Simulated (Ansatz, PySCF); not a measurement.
System: C$_{4}$H$_{5}$O$_{2}$, net charge 0, doublet state. It need not be the lowest isomer of its formula. 
Coordinates optimised at B3LYP-D3(BJ)/def2-TZVP (Ansatz, a program for electronic structure):
```
C
O 1 1.2088
C 1 1.5000 2 123.98
H 3 1.0868 1 109.69 2 0.00
H 3 1.0919 4 110.61 1 -121.43
H 3 1.0919 4 110.61 5 -117.15
C 1 1.5425 2 120.00 3 -180.00
O 7 1.2364 1 119.53 2 -180.00
C 7 1.4191 8 123.14 1 -180.00
H 9 1.0798 7 120.70 8 180.00
H 9 1.0809 10 120.58 7 -180.00
```
Charge 0, spin multiplicity 2.

Total electronic energies in hartree. Correlated levels leave the core frozen unless marked. UHF or UKS for open shells. No spin-orbit coupling. No relativistic terms. CBS(X,Y): correlation extrapolated as X^-3; Hartree-Fock from the larger set. [CCSD(T)-MP2]/basis is that difference in the basis named.

The UHF reference is spin-contaminated (<S^2> 0.21 over the pure value in the largest basis). 

| level | program | energy (Eh) |
|---|---|---|
| HF-D3(BJ)/def2-TZVPD | PySCF + dftd3 | -304.25939 |
| PBE-D4/def2-TZVPD | Ansatz + dftd4 | … |
| PBE0/def2-SVP | Ansatz | … |
| PBE0-D4/def2-TZVP | Ansatz + dftd4 | … |
| TPSSh-D4/def2-TZVPD | PySCF + dftd4 | -305.96176 |
| r2SCAN0/def2-TZVPD | Ansatz | -305.73557 |
| CAM-B3LYP-D4/def2-TZVPD | Ansatz + dftd4 | -305.81461 |
| CCSD(T)/cc-pVDZ | Ansatz | -305.03189 |
| RI-MP2/CBS(cc-pVTZ,cc-pVQZ)+[CCSD(T)-MP2]/cc-pVTZ | Ansatz | -305.4831 |

Task: Some entries are withheld; supply them.

Result: 
- PBE-D4/def2-TZVPD, energy (Eh): -305.59185
- PBE0/def2-SVP, energy (Eh): -305.24705
- PBE0-D4/def2-TZVP, energy (Eh): -305.59780
